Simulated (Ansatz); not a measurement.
Cost and result for the atomization energy of C5H8O3Zn, SMILES `CC1=CC(C)=[O+][Zn-]([OH])[O]1` (17 atoms, 17 bonds).

```xyz
17

C     2.082    1.231   -1.309
C     1.147    0.387   -0.500
C    -0.218    0.695   -0.492
C    -1.206    0.002    0.214
C    -2.629    0.460    0.120
O    -1.014   -1.013    0.953
Zn    0.731   -1.808    1.246
O     1.309   -3.210    2.211
O     1.694   -0.569    0.131
H     1.572    2.036   -1.835
H     2.844    1.650   -0.648
H     2.601    0.594   -2.030
H    -0.536    1.543   -1.081
H    -2.992    0.699    1.122
H    -2.748    1.327   -0.527
H    -3.243   -0.363   -0.254
H     0.605   -3.661    2.681
```

Total charge 0; spin multiplicity 1. For Zn the d shell is correlated and the shells below it are frozen. Scalar relativity is left out up to krypton. The structure was optimised at the PBE0-D4/def2-TZVP level. It is one conformer, not always the lowest. Program: Ansatz. All runs use 4 threads of an AMD EPYC 7R13 on a shared host and a share of an NVIDIA H100 80 GB. Times are those of one run each, without the atoms' runs, and a repeat can differ threefold. Electronic energies, without spin–orbit coupling; frozen cores. CCSD(T)/CBS adds CCSD(T) − MP2 in def2-TZVPP to the MP2 limit, and its time is that of the two runs behind it. T1 = 0.017. With those shells the extrapolation isn't a true limit. B3LYP takes the VWN-RPA correlation (the form of Gaussian; ORCA's B3LYP/G). HSE06 is the plane-wave form, built on full-range PBE exchange.

CCSD(T)/CBS is a level of theory with its own doubt, some kJ/mol a heavy atom from the limit and from the frozen cores, so smaller differences don't rank the functionals.

```tsv
level	functions	wall time
PBE-QIDH/def2-TZVPP	424	4.2 s
LDA (SPW92)/def2-TZVPP	424	4.6 s
revPBE-D4/def2-TZVPP	424	4.7 s
PBE0-D4/def2-TZVPP	424	4.8 s
PBE-D4/def2-TZVPP (with forces)	424	5.5 s
CCSD(T)/def2-SVP	183	5.5 s
HSE06-D4/def2-TZVPP	424	6 s
ωB97X-V/def2-TZVPP	424	6 s
r2SCANh-D4/def2-TZVPP	424	6.5 s
B3LYP-D4/def2-TZVPP (with forces)	424	7 s
MP2/def2-QZVPP	796	7 s
CCSD(T)/def2-TZVPP	424	29 s
CCSD(T)/CBS(def2)	–	36 s
```

(1) What atomization energy does each give, and how far from CCSD(T)/CBS? (An estimate is asked.)

Results:

(1) Ansatz gave: 
| level | atomization (kcal/mol) | difference from CCSD(T)/CBS | per bond |
| --- | --- | --- | --- |
| PBE-QIDH/def2-TZVPP | 1688.9 | -3.1 | -0.2 |
| LDA (SPW92)/def2-TZVPP | 1974.8 | 282.8 | 16.6 |
| revPBE-D4/def2-TZVPP | 1695.0 | 3.0 | 0.2 |
| PBE0-D4/def2-TZVPP | 1703.5 | 11.5 | 0.7 |
| PBE-D4/def2-TZVPP (with forces) | 1745.4 | 53.4 | 3.1 |
| CCSD(T)/def2-SVP | 1615.3 | -76.7 | -4.5 |
| HSE06-D4/def2-TZVPP | 1705.0 | 13.0 | 0.8 |
| ωB97X-V/def2-TZVPP | 1695.7 | 3.7 | 0.2 |
| r2SCANh-D4/def2-TZVPP | 1691.8 | -0.2 | 0.0 |
| B3LYP-D4/def2-TZVPP (with forces) | 1686.2 | -5.8 | -0.3 |
| MP2/def2-QZVPP | 1722.2 | 30.2 | 1.8 |
| CCSD(T)/def2-TZVPP | 1646.7 | -45.3 | -2.7 |
| CCSD(T)/CBS(def2) | 1692.0 | 0.0 | 0.0 |

At CCSD(T), def2-SVP lies −76.8 kcal/mol from the extrapolated value and def2-TZVPP −45.3 kcal/mol: correlation converges slowly with the basis, and small sets miss more of it in the bonded molecule than in its fragments. From PBE to PBE0 (25 % exact exchange), in def2-TZVPP and without D4, the atomization energy moves by −40.4 kcal/mol: exact exchange takes away binding that semilocal exchange gives to molecules. The D4 term adds +15.7 kcal/mol with B3LYP and +8.4 kcal/mol with PBE0; it sums over pairs of atoms, weighted by their polarisabilities, and B3LYP, whose exchange is more repulsive, gets the larger term.
